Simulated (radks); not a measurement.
Results of a calculation; reference values are marked as such.
Spherical quantum dot in the effective-mass picture: electrons in a hard-walled sphere of radius 2.16, with a point charge +1 (a donor) at the centre, all in effective atomic units (hartree* = m*/eps^2 hartree, bohr* = eps/m* bohr), one dielectric constant everywhere. Level of theory: non-relativistic Kohn-Sham, PBEsol, spin-polarised, spherical densities (a radial shooting solver with Libxc functionals). Levels are named by radial order and angular momentum (1s, 1p, 1d, 2s, ...), and open shells are averaged over m. Results are scaled to m* = 0.058 and eps = 11, for which hartree* = 13.04 meV and bohr* = 10.04 nm.

N = 40, configuration 1s2 1p6 1d10 2s2 1f14 1g(up 6, down 0). This is the lowest configuration that the search found. Occupied and some empty levels:

level    occupation  eigenvalue (meV)  <r> (nm)
1s up             1            317.04     14.24
1s down           1            318.08     14.15
1p up             3            324.91     15.08
1p down           3            326.08     15.04
1d up             5            337.73     15.63
1d down           5            338.99     15.60
1f up             7            355.07     16.06
1f down           7            356.39     16.04
2s up             1            358.52     9.028
2s down           1            358.87     9.067
1g up             6            376.59     16.42
1g down           0            377.96     16.41
2p up             0            387.94     11.13
2p down           0            388.42     11.13
1h up             0            402.08     16.72
1h down           0            403.48     16.71
2d up             0            418.11     12.28
2d down           0            418.72     12.27
3s up             0            422.21     10.23
3s down           0            422.76     10.24

Energy (meV): total 7861.70, kinetic 2485.9, external -372.53, Hartree 6210.0, exchange-correlation -461.64.
